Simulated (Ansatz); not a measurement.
Ideal-gas functions of `N#C[SiH2][SiH2]Cl` at 600 K and 1 bar, from an Ansatz frequency run at PBE0-D4/def2-TZVP.

Molar mass 121.68 g/mol, point group Cs (symmetry number 1), electronic degeneracy 1, moments of inertia 61.888, 532.096, 582.019 u Å². Harmonic wavenumbers (cm⁻¹, unscaled): 37, 65, 138, 258, 325, 346, 456, 550, 562, 603, 682, 720, 741, 834, 923, 931, 2241, 2249, 2253, 2264, 2327.

Use S(trans) = R[1.5 ln M + 2.5 ln T − 1.1517]; rotational temperatures θ = 24.2544 K / I; S(rot) = R[ln(√π/σ · √(T³/θAθBθC)) + 1.5]; for each mode x = 1.438777 ν̃/T, S = R[x/(eˣ − 1) − ln(1 − e⁻ˣ)] and H = RT x/(eˣ − 1); 1 cm⁻¹ = 0.0119627 kJ/mol; R = 8.31446 J/(mol·K).

Task: By hand: the entropy, in J/(mol·K).

Result: Translation 183.3. Rotation: θ = 0.3919, 0.0456, 0.0417 K, giving 127.0. Vibration, mode by mode: 28.46, 23.78, 17.55, 12.44, 10.59, 10.10, 7.97, 6.59, 6.44, 5.94, 5.09, 4.74, 4.55, 3.81, 3.22, 3.17, 0.25, 0.24, 0.24, 0.24, 0.21, in all 155.6. Electronic 0.0. Sum 465.9 J/(mol·K).

Task: By hand: H − E and G − E in kJ/mol, counted from the electronic energy.

Result: Zero-point energy ½ × 19505 × 0.0119627 = 116.7; thermal vibration 43.9; translation, rotation and pV give 4 RT = 20.0. H − E = 180.6 kJ/mol, and G − E = 180.6 − 600 × 465.9/1000 = -98.9 kJ/mol.

Vibration gives 33 % of the entropy, 69.8 J/(mol·K) of it from the modes under 150 cm⁻¹: soft modes count most, and the harmonic formula is weakest for them. The sum counts one conformer and one mirror image; others add a mixing term.
